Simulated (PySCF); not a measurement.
# A small calculation by hand: dipole moment from atomic charges

Si(I)2(OH)2 (H₂I₂O₂Si), SMILES O[Si](O)(I)I. Atoms are numbered in the order given.

```xyz
7

O     -0.0958     1.3946    -1.8212
Si     0.0000     0.0000    -0.9162
O      0.0958    -1.3946    -1.8212
I     -2.0457     0.0016     0.4380
I      2.0457    -0.0016     0.4380
H      0.7486     1.6613    -2.2314
H     -0.7486    -1.6613    -2.2314
```
Charge 0, spin multiplicity 1.

The structure is a stationary point at PBE-D3(BJ)/def2-SVP. This is a generated structure with no PubChem entry under its InChIKey; it may be hypothetical. The def2 effective core potentials stand for the cores of I; spin–orbit coupling is left out. One conformer was computed; it need not be the lowest.

Charges (e) from PBE/def2-TZVP (PySCF):

| atom | Mulliken | ESP fit |
|---|---|---|
| O1 | -0.432 | -0.462 |
| Si2 | 0.472 | 0.071 |
| O3 | -0.432 | -0.462 |
| I4 | -0.125 | 0.000 |
| I5 | -0.125 | 0.000 |
| H6 | 0.321 | 0.427 |
| H7 | 0.321 | 0.427 |

The dipole moment of the full density is 1.35 D.

Task: What dipole moment does each set of point charges give, and which comes closer to that of the density?

Result: 
μ = Σ q r, and 1 e Å = 4.8032 D.
Mulliken: Σ q r = (0.000, 0.000, -0.401) e Å, |μ| = 1.93 D.
ESP fit: Σ q r = (0.000, 0.000, -0.288) e Å, |μ| = 1.38 D.
ESP fit comes closer in size. Point charges leave out the atoms' own dipoles (lone pairs, polarised bonds); fits to the potential absorb them, partitions of the density don't.
